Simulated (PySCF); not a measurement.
# How methods differ on the ionisation energy of Sb

Sb [Kr] 4d10 5s2 5p3 (4S) → Sb+ [Kr] 4d10 5s2 5p2 (3P), as a difference of total energies. Calculation: PySCF 2.14, in def2-SVP with the def2 core potential (28 electrons) (4s4p2d, 26 functions); a scalar-relativistic core potential. Correlated levels: valence: 4s2 4p6 4d10 frozen. The calculations carry no spin-orbit coupling.

| method | ionisation energy (eV) | error (eV) |
| --- | --- | --- |
| UHF | 8.595 | -0.529 |
| LDA | 9.119 | -0.005 |
| r2SCAN | 9.181 | +0.057 |
| MP2 (valence) | 8.879 | -0.245 |
| SCS-MP2 (valence) | 8.780 | -0.344 |
| CCSD (valence) | 8.841 | -0.283 |
| CCSD(T) (valence) | 8.844 | -0.280 |

Reference: 9.124 eV (measured; NIST levels, between the centres of gravity of the two terms).

Errors of the correlated levels include the incompleteness of this basis and the frozen core.
